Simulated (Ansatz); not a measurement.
**Question.** Name a neutral molecule of Al, B, Sb and H with HOMO–LUMO gap (ωB97M-V/def2-TZVPP) between 7.85 and 8.15 eV and HOMO–LUMO gap (B3LYP/def2-TZVPP) between 3.65 and 3.95 eV (Ansatz, PBE0-D4/def2-TZVP geometry).

**Answer.** `[BH2][AlH][SbH2]` (7.96 eV, 3.86 eV). Other molecules can fit too; these were computed, each in one conformer that needn't be the lowest.

B3LYP here is the variant with VWN-RPA as its local correlation; programs differ in this.
